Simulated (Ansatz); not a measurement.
Frontier orbitals of `[F][GeH2][I]`.

```tsv
atom	x (Å)	y (Å)	z (Å)
F1	-0.143	-1.638	0.509
Ge2	0.184	0.012	0.088
I3	-1.781	0.847	-1.196
H4	1.426	-0.002	-0.806
H5	0.314	0.781	1.405
```

Total charge 0; spin multiplicity 1. Correlated methods include outer-core shells of Ge, I, which these sets cover unevenly. Scalar relativity is left out up to krypton. I: def2 effective core potential. All single points use the PBE0-D4/def2-TZVP geometry. Basis def2-TZVPP, the Gaussian-basis code of Ansatz.

| functional | HOMO (eV) | LUMO (eV) | gap (eV) |
| --- | --- | --- | --- |
| PBE | -6.78 | -2.05 | 4.73 |
| PBE0 | -7.94 | -1.19 | 6.75 |
| B3LYP | -7.69 | -1.48 | 6.21 |
| HSE06 (plane-wave form) | -7.55 | -1.56 | 5.99 |
| BHLYP | -8.93 | -0.31 | 8.62 |
| ωB97X-V | -10.20 | 0.86 | 11.06 |
| ωB97M-V | -10.06 | 0.67 | 10.73 |

(1) What is the vertical ionisation energy at frozen-core CCSD(T)/def2-TZVPP? (Best estimate.)

Answers

(1) Ansatz gave: 10.18 eV (T1 of the cation 0.013).

A quarter of exact exchange (PBE0) shifts PBE's HOMO by −1.16 eV and its LUMO by +0.86 eV; full exchange at long range (ωB97M-V) shifts them by −3.29 and +2.73 eV. The gap opens from 4.73 to 10.74 eV, since occupied levels lose self-interaction and empty ones feel all the electrons. A positive LUMO is unbound and depends on the basis. −ε(HOMO) differs from that ionisation energy by −3.40 eV with PBE and −0.11 eV with ωB97M-V.

B3LYP here is the variant with VWN-RPA as its local correlation; programs differ in this.
